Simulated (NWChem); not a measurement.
Molecule: C₃H₆OSi; SMILES CC#C[SiH2]O

```xyz
11

C     -0.2462     3.1005    -0.0125
C     -0.0001     1.6628    -0.0061
C      0.2084     0.4628    -0.0071
Si     0.5189    -1.3334     0.0021
O     -0.8926    -2.2182    -0.0597
H      0.0943     3.5665     0.9200
H      0.2803     3.5865    -0.8428
H     -1.3157     3.3163    -0.1245
H      1.2750    -1.7332    -1.2060
H      1.3104    -1.6505     1.2234
H     -1.5418    -2.0292     0.6321
```
Atoms are numbered in this order, from 1.

Computed with NWChem. Medium grid unless said otherwise, to which SCAN and Minnesota functionals are sensitive. All runs use the structure optimised with B3LYP/6-31G* (spherical d). Hybrids' shares of exact exchange are those that their runs print; pure functionals count as 0. The functionals differ in more than this share.

| row | share of exact exchange | orbital gap (eV) |
|---|---|---|
| PBE/def2-SVP | 0.00 | 5.43 |
| r2SCAN/def2-SVP | 0.00 | 5.96 |
| TPSSh/def2-SVP | 0.10 | 6.53 |
| B3LYP/def2-SVP | 0.20 | withheld |
| PW6B95/def2-SVP | 0.28 | 7.72 |

### Question
Fit a straight line of the last column on the one before it, predict the withheld value, and compare with the run.

### Answer

1. Means of the 4 shown rows: x = 0.095, y = 6.410. Slope Σ(x − x̄)(y − ȳ)/Σ(x − x̄)² = 0.3788/0.05230 = 7.243; intercept 5.722.
2. The shown rows scatter about the line by 0.194 (root mean square); the largest residual is -0.29, at PBE/def2-SVP.
3. At x = 0.20 (B3LYP/def2-SVP; inside the shown range) the line gives 7.17.
4. The run gives 7.14, -0.03 from the line, 0.2 times the scatter.
